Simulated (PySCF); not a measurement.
H₃S, charge +1, singlet, geometry from GFN2-xTB. Base run: DF-HF/def2-TZVP (PySCF).

The PySCF input:
```python
from pyscf import gto, scf

mol = gto.Mole()
mol.atom = '''
    S     0.00815214   -0.00667796    0.11475350
    H    -0.52580220    1.06636048   -0.51777110
    H     1.09132467   -0.05802782   -0.69808507
    H    -0.69595671   -0.90148537   -0.62019990
'''
mol.basis = 'def2-tzvp'
mol.charge = 1
mol.verbose = 4
mol.build()

mf = scf.RHF(mol)
mf = mf.density_fit(auxbasis='def2-universal-jkfit')
mf.kernel()
```

Variants of this job, named by their change:

```csv
change,basis functions,E (Eh),HOMO (eV),HOMO-LUMO gap (eV)
base,55,-398.98781,-21.48,18.31
basis = STO-3G,12,-394.66612,-20.61,22.63
basis = pcseg-0,19,-398.39696,-21.44,18.64
basis = 3-21G,19,-396.94946,-21.43,18.55
basis = def2-SV(P),[?],[?],[?],[?]
basis = 6-31+G*,[?],[?],[?],[?]
basis = pcseg-1,33,[?],[?],18.33
basis = def2-SVP,33,-398.84690,-21.51,18.86
basis = 6-311G**,44,-398.97997,-21.44,18.33
"basis = 6-311+G(2d,p)",53,-398.98595,-21.47,17.84
basis = def2-TZVPD,73,-398.98858,-21.48,17.90
basis = aug-cc-pVTZ,[?],[?],-21.47,[?]
basis = cc-pVQZ,149,-398.99873,-21.48,18.22
```

Complete the blanks.


- basis = def2-SV(P), basis functions: 24
- basis = def2-SV(P), E (Eh): -398.82684
- basis = def2-SV(P), HOMO (eV): -21.59
- basis = def2-SV(P), HOMO-LUMO gap (eV): 18.84
- basis = 6-31+G*, basis functions: 28
- basis = 6-31+G*, E (Eh): -398.93945
- basis = 6-31+G*, HOMO (eV): -21.49
- basis = 6-31+G*, HOMO-LUMO gap (eV): 17.79
- basis = pcseg-1, E (Eh): -398.94027
- basis = pcseg-1, HOMO (eV): -21.45
- basis = aug-cc-pVTZ, basis functions: 119
- basis = aug-cc-pVTZ, E (Eh): -398.99370
- basis = aug-cc-pVTZ, HOMO-LUMO gap (eV): 17.68

Totals compare only among sets that treat the same electrons; sets with core potentials leave the core out.
